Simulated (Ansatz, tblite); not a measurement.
Removing and adding an electron: `c1cc2sc(-c3cc4sc(-c5cc6sccc6s5)cc4s3)cc2s1`. Charge 0, multiplicity 1. Geometry: r2SCAN-D4/def2-SVP. Ansatz, gas phase; energy differences of separate SCF runs; the oxidised species was run as a doublet alone; the reduced species was run as a doublet alone.

```tsv
atom	x (Å)	y (Å)	z (Å)
C1	-4.9352	6.0991	2.8412
C2	-4.1277	6.1344	1.7269
C3	-3.4371	4.9046	1.5645
S4	-2.2966	4.2764	0.4206
C5	-2.2183	2.7370	1.2755
C6	-1.3659	1.6882	0.7822
C7	-0.5405	1.7012	-0.3368
C8	0.1440	0.4775	-0.4946
S9	1.2846	-0.1506	-1.6392
C10	1.3641	-1.6891	-0.7834
C11	2.2169	-2.7378	-1.2765
C12	3.0387	-2.7254	-2.3960
C13	3.7250	-3.9518	-2.5537
S14	4.8631	-4.5879	-3.6968
C15	4.9354	-6.0990	-2.8412
C16	4.1284	-6.1341	-1.7266
C17	3.4376	-4.9043	-1.5641
S18	2.3003	-4.2747	-0.4178
C19	0.5398	-1.7015	0.3364
C20	-0.1451	-0.4780	0.4938
S21	-1.2845	0.1506	1.6393
C22	-3.0393	2.7252	2.3957
C23	-3.7257	3.9515	2.5532
S24	-4.8651	4.5871	3.6954
H25	-5.5820	6.8909	3.2202
H26	-4.0394	6.9984	1.0666
H27	-0.4484	2.5635	-0.9998
H28	3.1288	-1.8643	-3.0609
H29	5.5834	-6.8901	-3.2196
H30	4.0418	-6.9973	-1.0649
H31	0.4484	-2.5633	1.0002
H32	-3.1298	1.8637	3.0602
```

The xTB rows come from tblite. Single mean-field runs in def2-TZVP are fitted with def2-universal-jkfit.

Task: Estimate orbital energies and vertical ionisation energies and electron affinities at: GFN1-xTB; GFN2-xTB; PBE-D4/def2-TZVP; PBE0-D4/def2-TZVP.

Result: 
```
            level  −HOMO (eV)  vertical IE (eV)  −LUMO (eV)  vertical EA (eV)  HOMO–LUMO gap (eV)  IE − EA (eV)                       remarks
         GFN1-xTB       10.25             11.97        8.48              6.77                1.77          5.19                             –
         GFN2-xTB        9.89             11.51        8.14              6.57                1.74          4.93                             –
 PBE-D4/def2-TZVP        4.61              6.23        2.74              1.24                1.88          4.98  HOMO above zero (-1 doublet)
PBE0-D4/def2-TZVP        5.35              6.43        2.18              1.18                3.17          5.25                             –
```

   A HOMO above zero means that the electron is unbound at that level or that self-interaction error raises the level; the energy of removing that electron tells which. Raw xTB energy differences between charge states are shifted by several eV; the methods need an empirical correction for them. Sets without diffuse functions give affinities that are too small.
